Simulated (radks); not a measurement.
Spin polarisation of the 3d4 shell in the manganese ion Mn3+. Start: [Ar] 3d(up 2, down 2); electrons of 3d are moved from spin down to spin up, other shells keep equal spins. Method: non-relativistic Kohn-Sham, LDA (Slater exchange, Perdew-Wang correlation), spin-polarised, spherical densities, point nucleus; computed with a radial shooting solver on a logarithmic mesh with Libxc functionals.

moment (Bohr magnetons)  E - E(0) (eV)  e(3d up) (eV)  e(3d down) (eV)  3p down minus up (eV)  3s down minus up (eV)
0                                0.000        -41.731          -41.731                  0.000                  0.000
1                               -0.259        -42.216          -41.179                  1.099                  1.124
2                               -1.038        -42.636          -40.558                  2.202                  2.252
3                               -2.339        -42.992          -39.862                  3.312                  3.386
4                               -4.169        -43.282          -39.089                  4.435                  4.532

At moment 4 the spin-polarisation energy is -4.169 eV and the 3d exchange splitting 4.193 eV, that is 1.048 eV per Bohr magneton; E = -I m^2/4 would give I = 1.042 eV.
